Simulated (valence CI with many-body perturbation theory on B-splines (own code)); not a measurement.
# Energy levels of Rb³⁰⁺

Method: relativistic CI+MBPT: five valence electrons over a frozen Dirac-Fock core [He], radial functions for each j: 9 s, 9 p, 8 d, 6 f, 3 g, 1 h, with the one-electron correlation potential Σ1, the two-electron term Σ2, the three-electron term Σ3, Breit, model QED; selected CI, second order for the rest (own B-spline code, finite nucleus).

No measured spectrum was set against this ion. As an estimate, large intervals hold to a few tenths of a per cent, small ones and those within an open d or f shell to about a per cent. Among the levels kept, up to 1500 cm⁻¹ of a level comes from second order outside the variational space, and about a tenth of that is noise between levels of different J, which matters for small intervals.

Levels 1 to 45 of 86, with energies above the lowest level, (2s^2 2p1/2^2 2p3/2) J=3/2. "Leading %" is the weight of the configuration and term that name the level; weights of strongly mixed levels are sums over their largest components and can fall short. In the jj column 3d3/2^4 stands for four electrons in 3d with j = 3/2. Lifetimes count E1, E2, E3, M1 and M2 decay at the calculated energies, and are blank where another channel may lead or the interval is too uncertain; long ones can be off by a factor of two.

```
No.  Configuration  Term    J  E (eV)  Leading %  Lifetime                     Leading jj
  1         2s²2p³   ⁴S°  3/2     0.0         45                2s^2 2p1/2^2 2p3/2 (94 %)
  2         2s²2p³   ²D°  3/2    54.1         52    560 ns      2s^2 2p1/2 2p3/2^2 (94 %)
  3         2s²2p³   ²D°  5/2    67.4        100   3.02 μs     2s^2 2p1/2 2p3/2^2 (100 %)
  4         2s²2p³   ²P°  1/2    84.8         99    476 ns      2s^2 2p1/2 2p3/2^2 (99 %)
  5         2s²2p³   ²P°  3/2   138.0         58    186 ns            2s^2 2p3/2^3 (97 %)
  6          2s2p⁴    ⁴P  5/2   183.9         87   30.7 ps      2s 2p1/2^2 2p3/2^2 (94 %)
  7          2s2p⁴    ⁴P  3/2   218.4         66   9.20 ps      2s 2p1/2^2 2p3/2^2 (65 %)
  8          2s2p⁴    ⁴P  1/2   219.3         64   11.0 ps      2s 2p1/2^2 2p3/2^2 (80 %)
  9          2s2p⁴    ²D  3/2   259.9         52   7.62 ps        2s 2p1/2 2p3/2^3 (74 %)
 10          2s2p⁴    ²D  5/2   276.0         87   10.4 ps        2s 2p1/2 2p3/2^3 (94 %)
 11          2s2p⁴    ²P  1/2   296.0         46   4.09 ps        2s 2p1/2 2p3/2^3 (71 %)
 12          2s2p⁴    ²P  3/2   307.0         71   3.35 ps        2s 2p1/2 2p3/2^3 (92 %)
 13          2s2p⁴    ²P  1/2   366.4         52   3.63 ps              2s 2p3/2^4 (84 %)
 14            2p⁵   ²P°  3/2   451.9         98   3.65 ps         2p1/2^2 2p3/2^3 (98 %)
 15            2p⁵   ²P°  1/2   516.4         99   2.98 ps           2p1/2 2p3/2^4 (99 %)
 16       2s²2p²3s    ⁴P  1/2  2001.3         57    114 fs         2s^2 2p1/2^2 3s (96 %)
 17       2s²2p²3p   ⁴D°  1/2  2041.1         45   10.4 ps      2s^2 2p1/2^2 3p1/2 (96 %)
 18       2s²2p²3s    ⁴P  3/2  2055.5         89    147 fs     2s^2 2p1/2 2p3/2 3s (98 %)
 19       2s²2p²3s    ²P  1/2  2060.4         70   69.3 fs     2s^2 2p1/2 2p3/2 3s (98 %)
 20       2s²2p²3p   ⁴D°  3/2  2064.3         31   6.95 ps      2s^2 2p1/2^2 3p3/2 (93 %)
 21       2s²2p²3s    ²D  5/2  2066.4         49    113 fs     2s^2 2p1/2 2p3/2 3s (96 %)
 22       2s²2p²3s    ²D  3/2  2070.2         54   72.5 fs     2s^2 2p1/2 2p3/2 3s (98 %)
 23       2s²2p²3p   ⁴P°  1/2  2095.0         38   11.4 ps  2s^2 2p1/2 2p3/2 3p1/2 (97 %)
 24       2s²2p²3p   ⁴D°  3/2  2099.3         51   12.7 ps  2s^2 2p1/2 2p3/2 3p1/2 (96 %)
 25       2s²2p²3d    ⁴F  3/2  2107.0         42   81.1 fs      2s^2 2p1/2^2 3d3/2 (96 %)
 26       2s²2p²3p   ²F°  5/2  2107.0         33   11.6 ps  2s^2 2p1/2 2p3/2 3p1/2 (94 %)
 27       2s²2p²3p   ⁴D°  5/2  2114.7         49   7.51 ps  2s^2 2p1/2 2p3/2 3p3/2 (96 %)
 28       2s²2p²3d    ⁴D  5/2  2117.1         24   21.0 fs      2s^2 2p1/2^2 3d5/2 (94 %)
 29       2s²2p²3p   ⁴P°  1/2  2117.3         44   7.77 ps  2s^2 2p1/2 2p3/2 3p3/2 (96 %)
 30       2s²2p²3p   ²D°  3/2  2119.3         40   1.74 ps  2s^2 2p1/2 2p3/2 3p3/2 (52 %)
 31       2s²2p²3p   ⁴P°  3/2  2122.7         36   2.99 ps  2s^2 2p1/2 2p3/2 3p3/2 (50 %)
 32       2s²2p²3p   ⁴D°  7/2  2125.7         51   14.6 ps  2s^2 2p1/2 2p3/2 3p3/2 (96 %)
 33       2s²2p²3s    ⁴P  5/2  2129.7         49   98.2 fs         2s^2 2p3/2^2 3s (95 %)
 34       2s²2p²3p   ²P°  3/2  2130.6         50   1.69 ps  2s^2 2p1/2 2p3/2 3p3/2 (88 %)
 35       2s²2p²3s    ²P  3/2  2133.7         47   69.8 fs         2s^2 2p3/2^2 3s (96 %)
 36       2s²2p²3p   ²D°  5/2  2136.4         43   3.43 ps  2s^2 2p1/2 2p3/2 3p3/2 (89 %)
 37       2s²2p²3p   ²P°  1/2  2144.6         80   1.85 ps  2s^2 2p1/2 2p3/2 3p3/2 (91 %)
 38       2s²2p²3s    ²S  1/2  2156.0         75   80.6 fs         2s^2 2p3/2^2 3s (94 %)
 39        2s2p³3s   ⁶S°  5/2  2158.6         71    592 fs     2s 2p1/2^2 2p3/2 3s (70 %)
 40       2s²2p²3d    ⁴F  3/2  2161.9         40   46.2 fs  2s^2 2p1/2 2p3/2 3d3/2 (95 %)
 41       2s²2p²3d    ⁴F  5/2  2163.4         55   91.4 fs  2s^2 2p1/2 2p3/2 3d3/2 (93 %)
 42       2s²2p²3d    ⁴D  1/2  2164.0         80   97.8 fs  2s^2 2p1/2 2p3/2 3d3/2 (98 %)
 43       2s²2p²3d    ⁴F  7/2  2165.8         59    405 fs  2s^2 2p1/2 2p3/2 3d5/2 (94 %)
 44       2s²2p²3d    ²F  7/2  2171.6         41   5.00 ps  2s^2 2p1/2 2p3/2 3d3/2 (77 %)
 45       2s²2p²3d    ²F  5/2  2172.7         42   15.8 fs  2s^2 2p1/2 2p3/2 3d5/2 (80 %)
```

The ionisation energy to 2s²2p² ³P0 of the next ion comes out as 3598.4 eV (NIST: 3600 ± 30 eV (semi-empirical)). All 86 levels together are meant to be complete up to 2260.1 eV.
